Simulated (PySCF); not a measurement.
[PySCF: geometry: GFN2-xTB; shieldings: GIAO PBE0/pcSseg-1; single conformer; no relativistic terms; gas phase; one averaged value for each set of equivalent atoms]

Chemical shifts δ = σref − σ; $^{1}$H, $^{13}$C against TMS, all at this level. Shifts are as computed. Against solution values, carbons near 30 ppm lie about +3 ppm off and those near 130 ppm about +5 ppm. Of 1211 compounds with measured shifts, 218 miss one by over three times the rms of a fit or turn the order of signals round; such compounds aren't used in these exercises. OH and NH positions are gas-phase values without hydrogen bonding to other molecules.

Problem. Order these molecules by the shift of their most shielded carbon-bound hydrogen, lowest δ first.
A. c1ccc([C@@H]2C[SiH2]2)nc1
B. [SiH3]n1cccn1
C. Cc1ccoc1C

Solution. A (1.20 ppm, hydrogen on a three-membered-ring carbon), C (2.18 ppm, hydrogen on a methyl carbon on an aromatic ring), B (6.49 ppm, hydrogen on an aromatic CH).

Problem. Order these molecules by the shift of their most deshielded carbon, lowest δ first.
A. Cc1ccoc1C
B. O[C@@H]1[C@H]2C=CC[C@@H]12
C. c1ccc([C@@H]2C[SiH2]2)nc1

Solution. B (139.8 ppm, alkene CH), A (151.7 ppm, substituted aromatic carbon next to the ring oxygen), C (172.5 ppm, substituted aromatic carbon next to a ring nitrogen).

Problem. How many $^{13}$C and $^{1}$H signals does each give (equivalence by symmetry and fast rotation, but not about amide C–N or C=N bonds)? `Cc1ccoc1C`, `c1ccc([C@@H]2C[SiH2]2)nc1`, `C=CCn1cc(CC)nn1`, `O[C@@H]1[C@H]2C=CC[C@@H]12`, `[SiH3]n1cccn1`

Solution. Cc1ccoc1C: 6 C, 4 H; c1ccc([C@@H]2C[SiH2]2)nc1: 7 C, 9 H; C=CCn1cc(CC)nn1: 7 C, 7 H; O[C@@H]1[C@H]2C=CC[C@@H]12: 6 C, 8 H; [SiH3]n1cccn1: 3 C, 4 H.
